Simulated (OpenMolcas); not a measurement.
Dy3+ among 8 point charges of -0.5 e arranged as a cube (Oh).

```
Program             : OpenMolcas 26.06
Method              : CASSCF
Basis               : ANO-RCC-VDZP [7s6p4d2f1g]
Scalar Hamiltonian  : DKH2, point nucleus
Active space        : 9 electrons in 7 orbitals (4f)
State averaging     : 2S+1 = 6 odd, 21 roots; 2S+1 = 4 odd, 115 roots kept (CI in the orbitals of an earlier block, 108 in the spin-orbit step); 2S+1 = 2 odd, 82 roots kept (CI in the orbitals of an earlier block, 35 in the spin-orbit step)
Spin-orbit coupling : state interaction with AMFI integrals over the reference wave functions
```

All point charges move together. At R = 2.63 Å the width of the lowest J multiplet is 51 cm-1, and at R = 3.06 Å it is 24 cm-1.

**Question.** A third run gives 40 cm-1. What distance was it run at?

**Answer.** With a power law R^-n the two known points give n = -ln(24 / 51) / ln(3.06 / 2.63) = 4.98. Then R = 2.63 × (51 / 40)^(1/4.98) = 2.761 Å. The run was at 2.76 Å, so the estimate is off by +0.001 Å.

High states are left out of the spin-orbit mixing, which shifts the levels that they would mix with. Point charges carry no covalency, so the field is a model and not that of real ligands. A group larger than the point group allows holds several states that coincide in this model. No measured value stands beside these numbers.
